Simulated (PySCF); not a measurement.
# Functional benchmark on one molecule

Molecule: N-Methylaniline, C7H9N.

Molfile (atoms numbered from 1):
```
C7H9N
     RDKit          3D

 17 17  0  0  0  0  0  0  0  0999 V2000
    2.6446   -0.1011   -0.3701 C   0  0  0  0  0  0  0  0  0  0  0  0
    1.6292    0.5267    0.4206 N   0  0  0  0  0  0  0  0  0  0  0  0
    0.2884    0.2758    0.2544 C   0  0  0  0  0  0  0  0  0  0  0  0
   -0.2025   -0.4699   -0.8335 C   0  0  0  0  0  0  0  0  0  0  0  0
   -1.5716   -0.6802   -0.9844 C   0  0  0  0  0  0  0  0  0  0  0  0
   -2.4845   -0.1708   -0.0649 C   0  0  0  0  0  0  0  0  0  0  0  0
   -2.0029    0.5635    1.0215 C   0  0  0  0  0  0  0  0  0  0  0  0
   -0.6428    0.7860    1.1818 C   0  0  0  0  0  0  0  0  0  0  0  0
    3.6317    0.2366   -0.0261 H   0  0  0  0  0  0  0  0  0  0  0  0
    2.6238   -1.2080   -0.3157 H   0  0  0  0  0  0  0  0  0  0  0  0
    2.5570    0.1791   -1.4339 H   0  0  0  0  0  0  0  0  0  0  0  0
    1.9029    0.8646    1.3316 H   0  0  0  0  0  0  0  0  0  0  0  0
    0.4877   -0.8874   -1.5680 H   0  0  0  0  0  0  0  0  0  0  0  0
   -1.9260   -1.2610   -1.8403 H   0  0  0  0  0  0  0  0  0  0  0  0
   -3.5554   -0.3431   -0.1889 H   0  0  0  0  0  0  0  0  0  0  0  0
   -2.7000    0.9720    1.7580 H   0  0  0  0  0  0  0  0  0  0  0  0
   -0.2804    1.3684    2.0344 H   0  0  0  0  0  0  0  0  0  0  0  0
  1  2  1  0
  2  3  1  0
  3  4  2  0
  4  5  1  0
  5  6  2  0
  6  7  1  0
  7  8  2  0
  8  3  1  0
  1  9  1  0
  1 10  1  0
  1 11  1  0
  2 12  1  0
  4 13  1  0
  5 14  1  0
  6 15  1  0
  7 16  1  0
  8 17  1  0
M  END
```

Geometry PBE0-D3(BJ)/def2-SVP throughout; GIAO in PySCF, gas phase, one conformer, non-relativistic; equivalent atoms averaged; basis pcSseg-1.

Reference values (estimated from measurements, as parent shift plus tabulated substituent increments; solution, not stated per compound (mostly CDCl3 or CCl4); Pretsch, Buehlmann, Badertscher, Structure Determination of Organic Compounds, 4th ed. (2009)): δ(C4/C8) = 112.3 ppm, δ(C5/C7) = 129.3 ppm, δ(C6) = 116.9 ppm, δ(H13/H17) = 6.61 ppm, δ(H14/H16) = 7.18 ppm, δ(H15) = 6.70 ppm. Computed shifts are taken against TMS, calculated as an isolated molecule at each level.

Question: How do the functionals HF, BP86, KT3, B3LYP, PBE0, WP04, B97-2, BHandHLYP, wB97X-D perform against the reference? Times are CPU seconds on shared hosts with different chips, so compare them loosely; the GGAs took longer than the global hybrids here, which isn't the general rule, and the cause wasn't traced.

Answer: 
| functional | kind | C4/C8 | C5/C7 | C6 | H13/H17 | H14/H16 | H15 | mean abs. error C | mean abs. error H | core-s |
| --- | --- | --- | --- | --- | --- | --- | --- | --- | --- | --- |
| HF | Hartree–Fock | 114.4 | 141.0 | 120.6 | 6.51 | 7.50 | 6.73 | 5.8 | 0.15 | 18 |
| BP86 | GGA | 111.8 | 131.6 | 118.6 | 6.26 | 7.06 | 6.56 | 1.5 | 0.20 | 44 |
| KT3 | GGA | 103.9 | 122.2 | 110.3 | 6.11 | 6.89 | 6.40 | 7.4 | 0.36 | 34 |
| B3LYP | global hybrid | 114.5 | 135.4 | 121.3 | 6.28 | 7.10 | 6.58 | 4.2 | 0.18 | 23 |
| PBE0 | global hybrid | 114.1 | 135.0 | 120.8 | 6.41 | 7.24 | 6.70 | 3.8 | 0.09 | 30 |
| WP04 | global hybrid | 114.9 | 134.4 | 121.2 | 6.10 | 6.88 | 6.42 | 4.0 | 0.36 | 26 |
| B97-2 | global hybrid | 111.5 | 131.9 | 118.1 | 6.34 | 7.17 | 6.63 | 1.5 | 0.12 | 28 |
| BHandHLYP | global hybrid | 116.0 | 138.6 | 122.7 | 6.41 | 7.27 | 6.68 | 6.3 | 0.10 | 27 |
| wB97X-D | range-separated hybrid | 114.8 | 136.8 | 121.7 | 6.43 | 7.29 | 6.72 | 4.9 | 0.10 | 34 |

For $^{13}$C the closest is BP86 (1.5 ppm, with B97-2 practically level) and the furthest KT3 (7.4 ppm).

For $^{1}$H the closest is PBE0 (0.09 ppm, with BHandHLYP, wB97X-D, B97-2 practically level) and the furthest WP04 (0.36 ppm). One molecule is a small sample, and vibrational and solvent effects are absent from the calculation.
